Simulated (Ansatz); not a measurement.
## Molecular dynamics of BClF2H2

The input (input.yaml):

```yaml
crystal:
  periodic: [false, false, false]
  atoms:
    - { symbol: B, position_ang: [0.016045, -0.197653, 0.015664] }
    - { symbol: F, position_ang: [-0.013907, 0.102499, 1.548901] }
    - { symbol: H, position_ang: [1.051356, 0.117535, -0.471927] }
    - { symbol: F, position_ang: [-1.158649, 0.100259, -0.512681] }
    - { symbol: Cl, position_ang: [0.101542, -2.188199, 0.530619] }
    - { symbol: H, position_ang: [0.028313, -1.049141, 1.636025] }
basis:
  gaussian: { orbitals: "6-31G*" }
hamiltonian:
  xc: r2scan
md:
  timestep: 0.5
  n_steps: 200
  ensemble: nve
  temperature: 300.0
  initial_velocities: maxwell_boltzmann
  seed: 6395
```

Run as:

```bash
$ ansatz run input.yaml --threads 1 --pin off --max-ram 2048MiB --backend cpu --events-out ev --progress --plain --runs-dir out
```

It starts at the highest image of a converged band, a first-order saddle point between two minima.

Output, in part (one step line in 7, the closing report, with atoms numbered from 0):

```
md step     0: t =     0.00 fs  T =   300.0 K  F+E_penalty+E_count = -18662.87639306 eV  E_kin = 0.155112 eV  conserved = -18662.72128106 eV  (26 SCF iters)
md step     7: t =     3.50 fs  T =   208.7 K  F+E_penalty+E_count = -18662.82901862 eV  E_kin = 0.107883 eV  conserved = -18662.72113570 eV  (32 SCF iters)
md step    14: t =     7.00 fs  T =   102.8 K  F+E_penalty+E_count = -18662.77414690 eV  E_kin = 0.053131 eV  conserved = -18662.72101614 eV  (31 SCF iters)
md step    21: t =    10.50 fs  T =   140.3 K  F+E_penalty+E_count = -18662.79366443 eV  E_kin = 0.072565 eV  conserved = -18662.72109950 eV  (32 SCF iters)
md step    28: t =    14.00 fs  T =   227.1 K  F+E_penalty+E_count = -18662.83860910 eV  E_kin = 0.117416 eV  conserved = -18662.72119275 eV  (31 SCF iters)
md step    35: t =    17.50 fs  T =   251.1 K  F+E_penalty+E_count = -18662.85097337 eV  E_kin = 0.129831 eV  conserved = -18662.72114252 eV  (31 SCF iters)
md step    42: t =    21.00 fs  T =   280.2 K  F+E_penalty+E_count = -18662.86594347 eV  E_kin = 0.144877 eV  conserved = -18662.72106624 eV  (30 SCF iters)
md step    49: t =    24.50 fs  T =   388.4 K  F+E_penalty+E_count = -18662.92197386 eV  E_kin = 0.200821 eV  conserved = -18662.72115319 eV  (30 SCF iters)
md step    56: t =    28.00 fs  T =   511.8 K  F+E_penalty+E_count = -18662.98581785 eV  E_kin = 0.264614 eV  conserved = -18662.72120343 eV  (31 SCF iters)
md step    63: t =    31.50 fs  T =   613.5 K  F+E_penalty+E_count = -18663.03831416 eV  E_kin = 0.317192 eV  conserved = -18662.72112232 eV  (30 SCF iters)
md step    70: t =    35.00 fs  T =   703.8 K  F+E_penalty+E_count = -18663.08500130 eV  E_kin = 0.363880 eV  conserved = -18662.72112115 eV  (27 SCF iters)
md step    77: t =    38.50 fs  T =   756.9 K  F+E_penalty+E_count = -18663.11254006 eV  E_kin = 0.391364 eV  conserved = -18662.72117652 eV  (30 SCF iters)
md step    84: t =    42.00 fs  T =   792.4 K  F+E_penalty+E_count = -18663.13090511 eV  E_kin = 0.409704 eV  conserved = -18662.72120101 eV  (30 SCF iters)
md step    91: t =    45.50 fs  T =   851.4 K  F+E_penalty+E_count = -18663.16135836 eV  E_kin = 0.440195 eV  conserved = -18662.72116287 eV  (30 SCF iters)
md step    98: t =    49.00 fs  T =   932.6 K  F+E_penalty+E_count = -18663.20334941 eV  E_kin = 0.482201 eV  conserved = -18662.72114819 eV  (31 SCF iters)
md step   105: t =    52.50 fs  T =   959.2 K  F+E_penalty+E_count = -18663.21704856 eV  E_kin = 0.495944 eV  conserved = -18662.72110493 eV  (30 SCF iters)
md step   112: t =    56.00 fs  T =   944.2 K  F+E_penalty+E_count = -18663.20930192 eV  E_kin = 0.488182 eV  conserved = -18662.72111951 eV  (30 SCF iters)
md step   119: t =    59.50 fs  T =   944.2 K  F+E_penalty+E_count = -18663.20940814 eV  E_kin = 0.488193 eV  conserved = -18662.72121561 eV  (30 SCF iters)
md step   126: t =    63.00 fs  T =   927.9 K  F+E_penalty+E_count = -18663.20103162 eV  E_kin = 0.479761 eV  conserved = -18662.72127028 eV  (30 SCF iters)
md step   133: t =    66.50 fs  T =   848.1 K  F+E_penalty+E_count = -18663.15962119 eV  E_kin = 0.438481 eV  conserved = -18662.72114047 eV  (30 SCF iters)
md step   140: t =    70.00 fs  T =   775.4 K  F+E_penalty+E_count = -18663.12193966 eV  E_kin = 0.400930 eV  conserved = -18662.72100963 eV  (30 SCF iters)
md step   147: t =    73.50 fs  T =   785.4 K  F+E_penalty+E_count = -18663.12720121 eV  E_kin = 0.406107 eV  conserved = -18662.72109422 eV  (30 SCF iters)
md step   154: t =    77.00 fs  T =   786.7 K  F+E_penalty+E_count = -18663.12799719 eV  E_kin = 0.406777 eV  conserved = -18662.72121986 eV  (29 SCF iters)
md step   161: t =    80.50 fs  T =   700.7 K  F+E_penalty+E_count = -18663.08349555 eV  E_kin = 0.362271 eV  conserved = -18662.72122470 eV  (30 SCF iters)
md step   168: t =    84.00 fs  T =   614.9 K  F+E_penalty+E_count = -18663.03901718 eV  E_kin = 0.317918 eV  conserved = -18662.72109898 eV  (30 SCF iters)
md step   175: t =    87.50 fs  T =   654.6 K  F+E_penalty+E_count = -18663.05966208 eV  E_kin = 0.338477 eV  conserved = -18662.72118483 eV  (29 SCF iters)
md step   182: t =    91.00 fs  T =   684.4 K  F+E_penalty+E_count = -18663.07503598 eV  E_kin = 0.353888 eV  conserved = -18662.72114842 eV  (29 SCF iters)
md step   189: t =    94.50 fs  T =   638.1 K  F+E_penalty+E_count = -18663.05102519 eV  E_kin = 0.329944 eV  conserved = -18662.72108102 eV  (29 SCF iters)
md step   196: t =    98.00 fs  T =   592.0 K  F+E_penalty+E_count = -18663.02714925 eV  E_kin = 0.306063 eV  conserved = -18662.72108581 eV  (30 SCF iters)
md step   200: t =   100.00 fs  T =   595.1 K  F+E_penalty+E_count = -18663.02884549 eV  E_kin = 0.307692 eV  conserved = -18662.72115385 eV  (26 SCF iters)
Total energy: -18663.02885115 eV, -685.8536600246 hartree
Atom 0 at     0.053819    -0.696536    -0.376507 Å, force     0.107692    -0.477621     0.952668 eV/Å
Atom 1 at     0.019757     0.911507     2.334862 Å, force    -0.214389    -0.532385     0.100188 eV/Å
Atom 2 at     1.124318    -0.184047    -0.454557 Å, force    -0.210475     0.314060    -0.378612 eV/Å
Atom 3 at    -1.118154    -0.131587    -0.546781 Å, force     0.166698     0.225814    -0.290276 eV/Å
Atom 4 at     0.059315    -2.371845     0.213792 Å, force    -0.057857     0.065716    -0.136984 eV/Å
Atom 5 at    -0.362395     0.183002     2.795971 Å, force     0.208330     0.404416    -0.246984 eV/Å
Dipole moment:    -0.057405    -0.078759     0.141721 e Å
```

All steps were run. The conserved energy stayed within 0.047 meV per atom of its start (net change 0.021 meV per atom), so the integration is sound. The kinetic energy rose, since the run started high on the potential surface and went downhill. It ends in pieces (BClFH + FH), so much of that is their flight and rotation, not heat. A run of 0.1 ps of so small a system gives no equilibrium averages. The orbitals stay closed-shell, which can raise the energy where a bond breaks towards radicals; this wasn't checked here.

Between its relaxed ends the band would form B1–Cl5, F2–H6 and break B1–F2, Cl5–H6. These pairs go: B1–Cl5 2.06 → 1.78 Å, F2–H6 1.16 → 0.94 Å, B1–F2 1.56 → 3.15 Å, Cl5–H6 1.59 → 3.66 Å. In the last frame they stand as after the step (other bonds may differ from the relaxed reactants and products). It ends as BClFH + FH. Pairs count as bonded within 1.25 times the sum of covalent radii (0.12 Å more for H–H).

Last frame:

```xyz
6
Properties=species:S:1:pos:R:3
B 0.054 -0.697 -0.377
F 0.020 0.911 2.335
H 1.124 -0.184 -0.455
F -1.118 -0.132 -0.547
Cl 0.059 -2.372 0.214
H -0.362 0.183 2.796
```

The run took 10 min on 1 thread of Arm Neoverse V1 (shared host), peak memory 0.12 GiB.
